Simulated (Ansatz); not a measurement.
```yaml
crystal:
  periodic: [false, false, false]
  atoms:
    - {symbol: N, position_ang: [0.247834, 0.953000, -1.276955]}
    - {symbol: Nb, position_ang: [-0.446494, -0.162036, 0.184444]}
    - {symbol: O, position_ang: [-2.443014, 0.239166, 0.042312]}
    - {symbol: O, position_ang: [-0.158660, -1.938844, 0.031088]}
    - {symbol: O, position_ang: [0.210891, 0.370419, 1.966509]}
    - {symbol: H, position_ang: [-0.240141, 1.318001, -1.995728]}
    - {symbol: H, position_ang: [1.169594, 1.064339, -1.439436]}
    - {symbol: H, position_ang: [0.768112, -2.615541, -0.039727]}
    - {symbol: H, position_ang: [1.130808, 0.446953, 2.247658]}
basis:
  gaussian: {orbitals: STO-3G}
hamiltonian: {xc: {name: RPBE}, dispersion: d3bjatm}
relax: {f_tol: 0.001, max_steps: 1}
output: {forces: true}
```

```sh
$ ansatz run in.yaml --threads 2 --pin off --events-out ev --progress --plain --max-ram 32768MiB --backend cpu
```

Question: How does Ansatz answer? (Best estimate.)

Answer: The calculation gave: No converged result was reached.
```
Functional definition: RPBE
695 factors; integrals over basis functions are off by at most 1.5e-4 eV
mean field evaluation 1: about -108746.8570 eV, gradient 5.0e1 eV
mean field evaluation 2: about -108523.5515 eV, gradient 1.8e2 eV
mean field evaluation 4: about -108751.7454 eV, gradient 3.4e1 eV
mean field evaluation 8: about -108751.6255 eV, gradient 3.4e1 eV
mean field evaluation 16: about -108755.1294 eV, gradient 1.8e-5 eV
mean field -108755.12940814 eV, -3996.6772888749 hartree, gradient 1.8e-5 eV, S^2 0.000000; 0 other end points of the search recorded, 0 dependent functions left out
reference -108755.12943413 eV, -3996.6772898300 hartree; 38, 38 occupied and 13, 13 virtual orbitals, 695 factors
relax step   1: F+E_penalty+E_count = -108756.31391773 eV  Δ(F+E_penalty+E_count) = +0.000e0 eV  max|allowed force component| = 8.957e0 eV/Å  Δτ_max = 0.0000 Å  (52 SCF iters, accepted)
Error: geometry relaxation did not converge after 1 steps: max|allowed force component| = 8.96e0 eV/Å (threshold 1.0e-3). Raise `relax.max_steps` over both its present limit and 1, loosen `relax.f_tol`, or start from a geometry closer to equilibrium. Where this run's directory can be resumed (`checkpoint.write`), a resume goes on for up to `relax.max_steps` more
```
